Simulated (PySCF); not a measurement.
AlFH2Se2. Atoms are numbered in the order given.

```xyz
6

Al     0.0000     0.0000    -0.6496
F      0.0000     0.0000    -2.3124
Se     0.0000    -2.0583     0.3798
H      0.0000    -1.4421     1.7164
Se     0.0000     2.0583     0.3798
H      0.0000     1.4421     1.7164
```

Geometry optimised at PBE0-D3(BJ)/def2-SVP. Other conformers were not sampled.

Method: PySCF with TDA-LC-ωPBE/def2-SVPD.

Vertical excitations. Isolated molecule, no solvent. State labels are in the subgroup C2v.

### Question
Estimate the UV-visible absorptions. (The exact figures need the calculation; the answer reports its results.)

### Answer

```json
[
 {"state": "S1", "symmetry": "A2", "energy (eV)": "5.58", "λ (nm)": "222", "f": "0.000", "main pairs": "HOMO→LUMO+2 58 %, HOMO→LUMO 29 %"},
 {"state": "S2", "symmetry": "A2", "energy (eV)": "5.89", "λ (nm)": "211", "f": "0.000", "main pairs": "HOMO→LUMO 53 %, HOMO→LUMO+2 19 %"},
 {"state": "S3", "symmetry": "B1", "energy (eV)": "5.98", "λ (nm)": "207", "f": "0.001", "main pairs": "HOMO−1→LUMO+2 64 %, HOMO→LUMO+10 12 %"},
 {"state": "S4", "symmetry": "B1", "energy (eV)": "6.31", "λ (nm)": "196", "f": "0.162", "main pairs": "HOMO−1→LUMO 76 %"},
 {"state": "S5", "symmetry": "B2", "energy (eV)": "6.34", "λ (nm)": "195", "f": "0.029", "main pairs": "HOMO→LUMO+1 75 %"},
 {"state": "S6", "symmetry": "A1", "energy (eV)": "6.98", "λ (nm)": "178", "f": "0.034", "main pairs": "HOMO−1→LUMO+1 85 %"},
 {"state": "S7", "symmetry": "A2", "energy (eV)": "7.16", "λ (nm)": "173", "f": "0.000", "main pairs": "HOMO−2→LUMO+1 93 %"},
 {"state": "S8", "symmetry": "B2", "energy (eV)": "7.27", "λ (nm)": "170", "f": "0.177", "main pairs": "HOMO−2→LUMO 55 %, HOMO−2→LUMO+2 25 %"},
 {"state": "S9", "symmetry": "A2", "energy (eV)": "7.39", "λ (nm)": "168", "f": "0.000", "main pairs": "HOMO→LUMO+8 51 %, HOMO→LUMO+4 18 %, HOMO→LUMO+11 17 %"},
 {"state": "S10", "symmetry": "B2", "energy (eV)": "7.61", "λ (nm)": "163", "f": "0.963", "main pairs": "HOMO−2→LUMO+2 48 %, HOMO−2→LUMO 22 %, HOMO→LUMO+1 15 %"},
 {"state": "T1", "symmetry": "A2", "energy (eV)": "5.16", "λ (nm)": "240", "f": "0", "main pairs": "HOMO→LUMO+2 68 %, HOMO→LUMO 10 %"},
 {"state": "T2", "symmetry": "B1", "energy (eV)": "5.40", "λ (nm)": "230", "f": "0", "main pairs": "HOMO−1→LUMO+2 59 %, HOMO→LUMO+10 13 %, HOMO→LUMO+7 10 %"},
 {"state": "T3", "symmetry": "A2", "energy (eV)": "5.43", "λ (nm)": "228", "f": "0", "main pairs": "HOMO→LUMO 64 %"},
 {"state": "T4", "symmetry": "B2", "energy (eV)": "5.59", "λ (nm)": "222", "f": "0", "main pairs": "HOMO→LUMO+1 82 %"}
]
```
Triplets are in the Tamm–Dancoff approximation.
